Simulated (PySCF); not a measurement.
Cards and structures have been mixed up. Pair them.

Structures:
1. `C=C/C([S-])=C/C(F)(F)F`
2. `C#C/C=C/CO`
3. `F[B-](F)(F)F`
4. `[O-]c1cccc(O)c1`

Card P (geometry PBE0-D3(BJ)/def2-SVP):
* Rotational constants A, B, C: 5.067, 5.065, 5.063 GHz
* Isotropic shieldings of nuclei other than C and H, by class (GIAO PBE0/pcSseg-1): 104 (1 B), 346 (4 F) ppm
* HOMO energy (PBE0/pcSseg-1): -4.36 eV
* Largest of the computed one-bond spin–spin couplings (means over like bonds) (B3LYP/pcJ-1): 19F–11B -48.5 (×4) Hz

Card Q (geometry GFN2-xTB):
- Rotational constants A, B, C: 19.571, 1.382, 1.337 GHz
- Static isotropic polarisability (wB97X-D/def2-SVPD): 68.0 au
- 13C chemical shifts (computed TMS as zero) by class (GIAO PBE0/pcSseg-1): 155.8 (1 C), 116.7 (1 C), 88.7 (1 C), 86.3 (1 C), 70.0 (1 C) ppm
- Point group: C1
- Strongest line among the 8 lowest singlet transitions (TDDFT wB97X-D/def2-SVPD): S2 at 5.67 eV (219 nm, f = 0.365)
- HOMO energy (wB97X-D/def2-SVPD): -8.94 eV

Card R (geometry GFN2-xTB):
- Rotational constants A, B, C: 2.696, 0.827, 0.711 GHz
- Static isotropic polarisability (PBE0/def2-SVPD): 103.9 au
- Point group: Cs
- 13C chemical shifts (computed TMS as zero) by class (GIAO PBE0/pcSseg-1): 185.8 (1 C), 148.4 (1 C), 139.6 (1 C), 119.0 (1 C), 105.9 (1 C) ppm
- Strongest line among the 6 lowest singlet transitions (TDDFT PBE0/def2-SVPD): S2 at 3.24 eV (383 nm, f = 0.079)

Card S (geometry PBE0-D3(BJ)/def2-SVP):
- Rotational constants A, B, C: 3.789, 1.871, 1.253 GHz
- Largest of the computed one-bond spin–spin couplings (means over like bonds) (B3LYP/pcJ-1, spin–dipole term left out): 13C–1H +163.7, 13C–1H +157.4, 13C–1H +149.2, 13C–1H +148.9, 13C–13C +73.9, 17O–1H -71.4, 13C–13C +69.2, 13C–13C +66.5 Hz
- Point group: Cs
- 13C chemical shifts (computed TMS as zero) by class (GIAO HF/pcSseg-2): 194.0 (1 C), 173.3 (1 C), 145.0 (1 C), 114.3 (1 C), 101.6 (1 C), 83.4 (1 C) ppm

Species are written as SMILES; each is one conformer at its optimised geometry, gas phase, non-relativistic unless stated. Electronic properties by PySCF. NMR classes are plain means over equivalent atoms (diastereotopic ones count apart unless rotation or inversion swaps them), as if these changed places fast.

Q: Which card belongs to which structure?

A: P = 3, Q = 2, R = 1, S = 4. What ties each card to its structure:
- 1 (card R), [C5H4F3S]-, monoisotopic mass 153.0 u, 9 heavy atoms: 5 C in 5 classes; the least shielded carbon (185.8 ppm) is a fully substituted alkene carbon; an asymmetric top with C = 0.711 GHz, the lowest such constant on the cards; polarisability 103.9 au for 78 electrons.
- 2 (card Q), C5H6O, monoisotopic mass 82.0 u, 6 heavy atoms: 5 C in 5 classes; point group C1; the least shielded carbon (155.8 ppm) is an alkene CH carbon; an asymmetric top with C = 1.337 GHz; polarisability 68.0 au for 44 electrons.
- 3 (card P), [BF4]-, monoisotopic mass 87.0 u, 5 heavy atoms: a spherical top (constants that symmetry makes equal differ by optimisation noise) with C = 5.063 GHz, the highest such constant on the cards.
- 4 (card S), [C6H5O2]-, monoisotopic mass 109.0 u, 8 heavy atoms: 6 C in 6 classes; the least shielded carbon (194.0 ppm) is an aromatic carbon bearing oxygen; an asymmetric top with C = 1.253 GHz.
